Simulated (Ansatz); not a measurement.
`C#C[SiH](C)OC` + HCl → `C#C[SiH](C)Cl` + CH₃OH at 700 K and 1 bar (ligand exchange at the Si–O bond).

Computed with Ansatz on PBE0-D4/def2-TZVP structures; ΔE is electronic, products minus reactants. CCSD(T)/CBS adds triple-zeta CCSD(T) − MP2 to the extrapolated MP2 energy (def2 sets, frozen cores). This one scheme is used for every species. Each species was taken in one conformer, which may not be the lowest.

```csv
species,CCSD(T)/CBS energy (Eh),H − E (kJ/mol),S (J/(mol·K))
`C#C[SiH](C)OC`,-521.27282,380.9,534.6
HCl,-460.38127,38.4,211.8
`C#C[SiH](C)Cl`,-866.03655,252.7,464.9
CH₃OH,-115.61712,170.8,288.5
```

H − E and S are ideal-gas, rigid-rotor, harmonic terms from PBE0-D4/def2-TZVP, for one conformer and one mirror image of each species. 1 Eh = 2625.50 kJ/mol, R = 8.31446 J/(mol·K).

Q: By hand: ΔE, ΔH, ΔS and ΔG.

A: ΔE = (-866.03655) + (-115.61712) − (-521.27282) − (-460.38127) = 0.00042 Eh = 1.1 kJ/mol. Δ(H − E) = 252.7 + 170.8 − 380.9 − 38.4 = 4.2, so ΔH = 5.3 kJ/mol. ΔS = 464.9 + 288.5 − 534.6 − 211.8 = 7.0 J/(mol·K). ΔG = 5.3 − 700 × (7.0)/1000 = 0.4 kJ/mol.

Q: By hand: the equilibrium constant, and the temperature at which ΔG would vanish if ΔH and ΔS stayed fixed.

A: log₁₀ K = −ΔG/(RT ln 10) = 0.0. ΔG = 0 at ΔH/ΔS = 757 K, though so small a ΔH makes that figure unsure.

TΔS isn't small against ΔH here. The sign of ΔG lies within the doubt. A doubt of 5 kJ/mol in ΔE shifts log₁₀ K by 0.4 here. Other conformers and mirror images would add mixing entropy, several J/(mol·K) or more a flexible species. These are equilibria of isolated gas molecules and say nothing of rates. Largest T1 diagnostic: 0.012 (customary marks: 0.02 for closed shells, 0.045 for open ones).
